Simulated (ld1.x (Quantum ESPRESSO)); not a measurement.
## Configuration tests for Nd (TM)

ld1.x (Quantum ESPRESSO) 7.5 input, shortened:

```
&input
   title='Nd', zed=60., rel=1, dft='PZ', iswitch=3,
   config='[Xe] 4f3 5d1 6s2 6p0'
 /
 &inputp
   pseudotype=2, tm=.true., lloc=2,
   nlcc=.false.
 /
3
5S  1  0   2.00   0.00  2.10  2.10  0.0
5P  2  1   6.00   0.00  2.45  2.45  0.0
5D  3  2   1.00   0.00  2.35  2.35  0.0
 &test
   configts(1)='5s2 5p6 5d1 6s2 6p0'
 /
```

Occupied shells without a wave of their own: 6s. They enter only through the test configuration that unscreens the potential.

Energies are relative to the spin-unpolarised reference configuration 5s2 5p6 5d1 6s2 6p0; without spin polarisation the order of configurations can differ from experiment.

| valence configuration | charge | ΔE all-electron (eV) | error AE − PS (meV) |
| --- | --- | --- | --- |
| 5s2 5p6 5d1 6s1 6p0 | +1 | 6.469 | +611 |
| 5s2 5p6 5d1 6s0 6p0 | +2 | 18.173 | +1589 |
| 5s2 5p6 5d0 6s0 6p0 | +3 | 37.848 | +2237 |
| 5s2 5p6 5d1 6s1.5 6p0 | +0.5 | 2.607 | +267 |
| 5s2 5p6 5d1.5 6s1.5 6p0 | 0 | 0.533 | +209 |
| 5s2 5p6 5d0 6s2 6p0 | +1 | 6.516 | -5.3 |

(1) What are ΔE and the potential's error for 5s2 5p6 5d2 6s1 6p0?

Note: ghost state, extra bound levels that the all-electron valence spectrum of the same l lacks: s at -2052.4 eV. A true bound ghost makes a file unfit for plane-wave use. The potential misses its own reference levels by up to 0.5 eV.

Answers

(1) ΔE = 1.171 eV all-electron; the error (AE − PS) is +383 meV.

The 6s level has no wave, so the channel is fitted at the deeper level alone: the likely source of the large errors.
